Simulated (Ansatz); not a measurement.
Pulling on the Si1–F2 bond in F2Si (SMILES F[Si]F) (multiplicity 1 held, fragments rigid). Energies count from the point at 1.609 Å.
Geometry at that point (charge 0, multiplicity 1):
```xyz
3

Si     0.013     0.002     0.577
F      1.012    -0.703    -0.469
F     -1.032     0.700    -0.428
```

Restricted levels (R-, RO-) in cc, def2 and unpolarised 6-31G sets keep to the state of the molecule at rest. Active spaces are followed from a long bond inwards. Curves can end on different states.

Frozen-core correlation.

The values were computed with Ansatz (Gaussian basis) for Hartree–Fock, density functionals and correlated methods. Each number belongs to the level named beside it.

Task: Estimate the energy at R = 5.149 Å that R-SCS-MP2/cc-pV(D+d)Z returns for this input.

Result: 736 kJ/mol

Task: What energy at R = 5.149 Å does FIC-MRCISD+Q on CASSCF(6,4)/cc-pV(D+d)Z give?

Result: 571 kJ/mol

Task: Predict the energy at R = 5.149 Å from R-MP2/cc-pV(D+d)Z.

Result: 754 kJ/mol

Doubts at one or more of the structures used: a restricted determinant that unrestricted orbitals would lower (R-MP2/cc-pV(D+d)Z, R-SCS-MP2/cc-pV(D+d)Z); active orbitals that take no part (FIC-MRCISD+Q on CASSCF(6,4)/cc-pV(D+d)Z).

Ansatz is an electronic-structure program.
